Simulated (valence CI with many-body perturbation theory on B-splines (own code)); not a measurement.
E1 line list for As²⁺

Calculated by relativistic CI+MBPT: three valence electrons over a frozen Dirac-Fock core [Ar] 3d10, a basis of 11 s, 11 p, 10 d, 8 f, 5 g, 2 h functions for each j, with the one-electron correlation potential Σ1 (screened to all orders), the two-electron term Σ2, the three-electron term Σ3, Breit, model QED; selected single and double excitations, second order for the rest, scaled by the run's own slope (own B-spline code, finite nucleus).

Against 13 measured levels this calculation errs by 212 cm⁻¹ on average and by 566 at most. These come from a selection out of Moore, Atomic Energy Levels, vol. II, NSRDS-NBS 35 (1971 reprint of NBS Circular 467, 1952), an old analysis. Levels without a partner in it may be off by more.

Lines 51 to 100 of 534 in falling wavelength, among levels below 25.764 eV, chosen from the strongest by gf and those to the six lowest levels. Wavelengths and rates use the calculated energies, so an error of 200 cm⁻¹ moves a line at 727.8 nm by 1.5 % and its rate by three times that or more. Electric multipoles are in the length gauge, E1 and E2 with the static RPA response of the core. Weak lines are less certain than strong ones. Lines between different terms over intervals too small for the method are left out, as are lines whose strength nearly cancels. Where a level lies close to another of its J and parity, the split of strength between their lines is uncertain. The highest levels of a list are the least certain.

Names give the largest LS component (configuration and term), which can be under half, so a name can repeat, a term be missing and a line seem to break the LS rules; names also repeat where a configuration has a term twice.

```csv
λ vac (nm),Upper,Lower,A (s⁻¹),S (a.u.) with core polarisation,S without
1089,4s 4p 5p 2P_3/2,4s 4p 4d 2D°_3/2,8.25e+04,2.10e-01,2.09e-01
1013,4s 4p 4d 2D°_5/2,4s2 6d 2D_3/2,6.09e+04,1.88e-01,1.88e-01
1012,4s2 6p 2P°_1/2,4s2 6s 2S_1/2,3.48e+07,3.57e+01,3.57e+01
1004,4s 4p 4d 2F°_7/2,4s2 5g 2G_9/2,4.86e+04,1.94e-01,1.94e-01
989.2,4s 4p 5p 4P_1/2,4s 4p 4d 2D°_3/2,2.12e+05,2.02e-01,2.02e-01
982.2,4s2 6p 2P°_3/2,4s2 6s 2S_1/2,3.78e+07,7.07e+01,7.08e+01
980.8,4s2 8s 2S_1/2,4s 4p 4d 4P°_3/2,4.42e+05,4.12e-01,4.12e-01
975.6,4s 4p 4d 2F°_7/2,4s2 6d 2D_5/2,5.53e+05,2.03e+00,2.03e+00
973.2,4s2 5g 2G_9/2,4s 4p 4d 4F°_7/2,3.92e+04,1.78e-01,1.78e-01
947.7,4s2 8s 2S_1/2,4s 4p 5s 2P°_3/2,3.86e+06,3.24e+00,3.24e+00
922.3,4s2 7d 2D_3/2,4s 4p 4d 4P°_3/2,1.12e+05,1.73e-01,1.73e-01
920.0,4s2 7d 2D_5/2,4s 4p 4d 4P°_3/2,7.00e+05,1.61e+00,1.62e+00
907.1,4s 4p 5p 2P_3/2,4s 4p 4d 2F°_5/2,1.22e+06,1.79e+00,1.79e+00
898.6,4s2 6f 2F°_5/2,4s2 5g 2G_7/2,2.72e+06,5.85e+00,5.85e+00
898.4,4s2 6f 2F°_7/2,4s2 5g 2G_9/2,2.62e+06,7.51e+00,7.51e+00
898.4,4s2 6f 2F°_7/2,4s2 5g 2G_7/2,7.49e+04,2.14e-01,2.14e-01
892.9,4s2 7d 2D_3/2,4s 4p 5s 2P°_3/2,1.11e+06,1.55e+00,1.56e+00
890.9,4s2 7d 2D_5/2,4s 4p 5s 2P°_3/2,6.72e+06,1.41e+01,1.41e+01
876.1,4s2 6f 2F°_5/2,4s2 6d 2D_5/2,4.56e+06,9.08e+00,9.08e+00
875.9,4s2 6f 2F°_7/2,4s2 6d 2D_5/2,6.78e+07,1.80e+02,1.80e+02
872.9,4s2 6f 2F°_5/2,4s2 6d 2D_3/2,6.37e+07,1.25e+02,1.25e+02
847.5,4p3 4S°_3/2,4s2 6s 2S_1/2,1.31e+05,1.58e-01,1.58e-01
830.7,4s2 8s 2S_1/2,4s 4p 5s 2P°_1/2,3.71e+05,2.10e-01,2.09e-01
826.0,4s2 7d 2D_5/2,4s 4p 4d 4D°_7/2,5.55e+04,9.27e-02,9.26e-02
815.2,4s2 6g 2G_9/2,4s 4p 4d 4D°_7/2,1.07e+06,2.86e+00,2.86e+00
810.5,4s2 6h 2H°_11/2,4s2 5g 2G_9/2,1.36e+08,4.28e+02,4.27e+02
810.5,4s2 6h 2H°_9/2,4s2 5g 2G_9/2,3.01e+06,7.92e+00,7.91e+00
810.5,4s2 6h 2H°_9/2,4s2 5g 2G_7/2,1.33e+08,3.48e+02,3.48e+02
809.7,4s 4p 5p 4D_3/2,4s2 7p 2P°_3/2,1.58e+05,1.66e-01,1.66e-01
791.1,4s 4p 4d 4F°_7/2,4s2 5d 2D_5/2,4.18e+04,8.17e-02,8.16e-02
789.9,4s2 7s 2S_1/2,4p3 4S°_3/2,2.02e+05,9.81e-02,9.80e-02
788.3,4s2 7d 2D_3/2,4s 4p 5s 2P°_1/2,1.79e+06,1.73e+00,1.74e+00
749.3,4s2 7d 2D_3/2,4s2 5f 2F°_5/2,4.84e+05,4.02e-01,4.04e-01
744.7,4s2 7d 2D_5/2,4s2 5f 2F°_7/2,5.22e+05,6.39e-01,6.42e-01
744.1,4s2 7d 2D_3/2,4s 4p 4d 4D°_5/2,1.65e+05,1.34e-01,1.35e-01
739.0,4s2 6g 2G_7/2,4s2 5f 2F°_5/2,5.20e+07,8.29e+01,8.29e+01
735.9,4s2 6g 2G_7/2,4s2 5f 2F°_7/2,2.84e+06,4.47e+00,4.47e+00
735.9,4s2 6g 2G_9/2,4s2 5f 2F°_7/2,7.96e+07,1.57e+02,1.57e+02
734.0,4s2 6g 2G_7/2,4s 4p 4d 4D°_5/2,2.58e+07,4.03e+01,4.03e+01
727.8,4s2 5p 2P°_1/2,4s2 4d 2D_3/2,2.18e+07,8.30e+00,8.25e+00
717.7,4s2 6d 2D_5/2,4p3 4S°_3/2,2.57e+05,2.82e-01,2.82e-01
714.2,4s 4p 5p 2P_1/2,4s2 7p 2P°_3/2,9.91e+05,3.56e-01,3.56e-01
708.5,4s 4p 5p 2P_3/2,4s2 7p 2P°_3/2,2.13e+06,1.50e+00,1.49e+00
700.4,4s2 7s 2S_1/2,4s2 6p 2P°_3/2,9.39e+07,3.18e+01,3.18e+01
696.1,4s2 5p 2P°_3/2,4s2 4d 2D_5/2,2.42e+07,1.61e+01,1.60e+01
693.9,4s 4p 5p 2P_1/2,4s2 7p 2P°_1/2,1.35e+06,4.44e-01,4.44e-01
691.7,4s2 5p 2P°_3/2,4s2 4d 2D_3/2,2.47e+06,1.62e+00,1.61e+00
688.6,4s 4p 5p 2P_3/2,4s2 7p 2P°_1/2,2.71e+05,1.74e-01,1.75e-01
686.9,4s2 8s 2S_1/2,4p3 2P°_3/2,3.47e+05,1.11e-01,1.11e-01
685.7,4s2 7s 2S_1/2,4s2 6p 2P°_1/2,4.74e+07,1.51e+01,1.51e+01
```
